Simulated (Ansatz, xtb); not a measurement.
# Relative energy of two isomers of H8OSi3

Structure X: `[SiH3]O[SiH2][SiH3]`, a singlet. Structure Y: `O[SiH2][SiH2][SiH3]`, a singlet. Both are isolated molecules in the gas phase, relaxed with r2SCAN-D4/def2-SVP; the shapes shown needn't be the lowest conformers.

X (Å):

```csv
atom,x (Å),y (Å),z (Å)
O,-0.1384,0.9981,1.1653
Si,-0.9332,2.0355,0.1432
Si,0.4107,-0.5626,1.3565
Si,0.8374,-1.5621,-0.7311
H,-0.6528,1.6639,-1.2785
H,-2.4056,1.9686,0.3779
H,-0.4527,3.4211,0.3992
H,-0.6068,-1.3703,2.0990
H,1.6599,-0.5254,2.1731
H,1.8421,-0.7693,-1.5046
H,-0.4173,-1.6570,-1.5400
H,1.3739,-2.9429,-0.5193
```

Y (Å):

```csv
atom,x (Å),y (Å),z (Å)
O,-0.6031,0.0542,0.2243
Si,0.4445,-1.0296,0.9627
Si,1.2459,0.1800,2.8038
Si,1.0230,2.4367,2.1979
H,-1.0180,-0.2293,-0.5993
H,1.5758,-1.4060,0.0518
H,-0.2535,-2.3011,1.3417
H,0.4525,-0.1065,4.0411
H,2.6784,-0.1631,3.0742
H,-0.4234,2.7845,2.0764
H,1.6492,3.3344,3.2181
H,1.6981,2.6711,0.8852
```

Q: Which of the two would you expect CCSD(T)/def2-SVP + ΔMP2/def2-TZVPP electronic energies to favour?

A: Structure X; the calculation gives E(Y) − E(X) = +1.002 eV.

How the difference moves with the method:

```csv
level,geometry,E(Y) − E(X) (eV),departure from the last row (eV),"job, with rough time for the two"
r2SCAN-D4/def2-SVP,r2SCAN-D4/def2-SVP,+0.832,−0.169,"optimisation, 3.2 min"
HF/def2-SVP,r2SCAN-D4/def2-SVP,+1.165,+0.163,part of the CCSD(T) run
MP2/def2-SVP,r2SCAN-D4/def2-SVP,+0.983,−0.018,part of the CCSD(T) run
CCSD(T)/def2-SVP,r2SCAN-D4/def2-SVP,+0.938,−0.064,single point
CCSD(T)/def2-SVP + ΔMP2/def2-TZVPP,r2SCAN-D4/def2-SVP,+1.002,,"single point, 51 s"
```

As drawn, Y has 1 Si–Si, 1 O–H in place of 1 O–Si, 1 Si–H.

None of the levels shown reverses the order. The largest departure from CCSD(T)/def2-SVP + ΔMP2/def2-TZVPP is that of r2SCAN-D4/def2-SVP, 0.169 eV. Levels run at GFN2-xTB geometries aren't shown. The last row adds to CCSD(T) the change of the MP2 difference between the two basis sets, here +0.064 eV.

With harmonic frequencies from r2SCAN-D4/def2-SVP (ideal gas, rigid rotor, one conformer each, 298.15 K, 1 atm): on the last row, ΔE + ΔZPE = +1.032 eV. A mode under 50 cm⁻¹ makes harmonic enthalpies and free energies unreliable, so none is given.

The correlated steps freeze 16 core orbitals. Run with Ansatz 0.2.0; the last row on 2 threads of Intel(R) Xeon(R) Processor @ 2.50GHz (Skylake/Cascade Lake) on a shared host.
